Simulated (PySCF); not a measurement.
C5H11NO2Si.
Numbering: `[O:1]=[C:2]([OH:3])[C@H:4]1[CH2:5][C@H:6]([NH:7][SiH3:8])[CH2:9]1`

Cartesian coordinates in Å at the GFN2-xTB level; atoms count from 1:
```
atom  x, y, z in Å
O1    -3.7484   -0.0663   -0.7218
C2    -2.7017    0.1642   -0.1754
O3    -2.4775    1.3112    0.4788
C4    -1.5160   -0.7573   -0.1756
C5    -0.3460   -0.2022   -1.0233
C6     0.4442    0.0899    0.2750
N7     1.7854   -0.3920    0.3697
Si8    3.1655    0.5202   -0.1037
C9    -0.6198   -0.6867    1.0752
H10   -3.2632    1.8783    0.4327
H11   -1.8618   -1.7497   -0.4652
H12    0.1228   -0.9695   -1.6358
H13   -0.5788    0.6580   -1.6461
H14    0.4495    1.1533    0.5152
H15    1.8264   -1.3957    0.2652
H16    3.2599    0.7969   -1.5466
H17    3.0702    1.7916    0.6121
H18    4.2952   -0.3023    0.3217
H19   -0.2674   -1.6669    1.3904
H20   -1.0435   -0.1644    1.9284
```

Definitions: NICS(0) = −σiso at the ring centroid; NICS(1) = −σiso and NICS(1)zz = −σzz at ±1 Å along the ring normal z. Level: GIAO PBE0/pcSseg-1 (PySCF, non-relativistic, gas phase) on the GFN2-xTB geometry, one conformer.

Ring bond lengths (Å), with Mayer bond orders in brackets: C4–C5 1.548 (0.99), C5–C6 1.548 (0.99), C6–C9 1.541 (0.99), C9–C4 1.540 (0.99).

Problem. Give the NICS values of each ring in ppm.

Solution. 
```tsv
ring	type	NICS(0)	NICS(1), two faces	NICS(1)zz, two faces	rms pucker (Å)	centre to ring atoms, mean (Å)
C4–C5–C6–C9	4-membered carbocycle; formal bonds all single	-0.1	-0.5 / -0.8	3.7 / -0.9	0.06	1.09
```

Problem. What can be read from them?

Solution. 
- C4–C5–C6–C9: mean NICS(1)zz 1.4 ppm, near zero. C4, C5, C6, C9 have four or more neighbours, and the NICS criterion for π rings isn't applied. The two faces differ by 4.6 ppm, so no symmetry operation interchanges them.
